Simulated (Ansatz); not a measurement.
Computed with Ansatz on PBE0-D4/def2-TZVP structures; ΔE is electronic, products minus reactants. CCSD(T)/CBS adds triple-zeta CCSD(T) − MP2 to the extrapolated MP2 energy (def2 sets, frozen cores). DFT in def2-TZVPP. B3LYP here is the variant with VWN-RPA as its local correlation; programs differ in this. For Ge outer-core shells are correlated without core-valence functions, which leaves a few kJ/mol of doubt a bond. Scalar relativity is left out up to krypton.

Reaction (substitution at a C–S bond): `CC#C[S][GeH3]` + `[SiH3]S` → `CC#CS[SiH3]` + `[SH][GeH3]`

`CC#C[S][GeH3]`:

```xyz
11

C    -0.679    2.194   -1.128
C    -0.748    1.038   -0.259
C    -0.808    0.075    0.466
S    -0.946   -1.246    1.496
Ge    0.989   -2.233    0.957
H    -0.705    3.124   -0.553
H     0.248    2.186   -1.707
H    -1.513    2.209   -1.835
H     0.969   -2.574   -0.539
H     2.141   -1.274    1.283
H     1.052   -3.500    1.821
```

`[SiH3]S`:

Cartesian coordinates in Å:
```
Si 0.114 -0.420 -0.299
S -0.574 1.557 0.132
H 1.543 -0.593 0.065
H -0.057 -0.571 -1.763
H -0.689 -1.445 0.414
H -0.337 1.472 1.452
```

`CC#CS[SiH3]`:

Cartesian coordinates in Å:
```
C 2.260 -1.092 0.297
C 0.930 -0.613 0.615
C -0.177 -0.215 0.881
S -1.717 0.324 1.297
Si -2.194 1.171 -0.620
H 3.015 -0.603 0.917
H 2.502 -0.888 -0.749
H 2.338 -2.171 0.453
H -1.229 2.245 -0.956
H -2.165 0.119 -1.663
H -3.564 1.724 -0.472
```

`[SH][GeH3]`:

Cartesian coordinates in Å:
```
S -1.076 1.067 -0.818
Ge 0.158 -0.273 0.458
H -0.322 0.894 -1.916
H 1.598 0.255 0.553
H 0.163 -1.701 -0.110
H -0.521 -0.241 1.832
```

```
             level  ΔE (kJ/mol)  difference from CCSD(T)/CBS
         r2SCAN-D4          2.8                          0.5
          B3LYP-D4          2.5                          0.2
           ωB97X-V          2.0                         -0.3
           ωB97M-V          1.9                         -0.4
            B2PLYP          2.5                          0.2
            r2SCAN          2.8                          0.5
    MP2/def2-TZVPP          2.7                          0.4
SCS-MP2/def2-TZVPP          2.3                          0.0
    MP2/def2-QZVPP          2.6                          0.3
      HF/CBS(def2)          1.1                         -1.2
       CCSD(T)/CBS          2.3                            0
```

Largest T1 diagnostic among the species: 0.012.
